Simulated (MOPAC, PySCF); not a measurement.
H$_{4}$S$_{4}$Si, SMILES `S[Si](S)(S)S`, neutral singlet in the gas phase. 

Z-matrix (Å, degrees):
```
Si
S 1 2.1371
H 2 1.3461 1 94.47
S 1 2.1372 2 106.51 3 52.82
H 4 1.3462 1 94.49 2 -176.55
S 1 2.1372 2 106.52 3 176.67
H 6 1.3461 1 94.49 2 -52.60
S 1 2.1372 2 115.58 3 -65.23
H 8 1.3460 1 94.49 2 -65.21
```
Charge 0, spin multiplicity 1.

All levels are single points at this geometry (B3LYP-D3(BJ)/def2-TZVP); Pople sets use spherical d functions. Orbital energies aren't observables, and empty levels follow the basis.

M06-2X/6-31G* in PySCF gives gap (eV) = 9.21.

Question: Estimate the gap (eV) from each of these levels: B3LYP-D3(BJ)/def2-TZVP in PySCF; PBE-D3(BJ)/def2-TZVP in PySCF; B3LYP/6-311+G** in PySCF; B3LYP/LANL2DZ in PySCF; BP86/6-31G* in PySCF; HF/6-31G* in PySCF; AM1 in MOPAC; PM7 in MOPAC.

Answer: 
```csv
level,gap (eV)
B3LYP-D3(BJ)/def2-TZVP in PySCF,6.63
PBE-D3(BJ)/def2-TZVP in PySCF,4.97
B3LYP/6-311+G** in PySCF,6.56
B3LYP/LANL2DZ in PySCF,6.79
BP86/6-31G* in PySCF,5.09
HF/6-31G* in PySCF,13.86
AM1 in MOPAC,7.65
PM7 in MOPAC,7.70
```
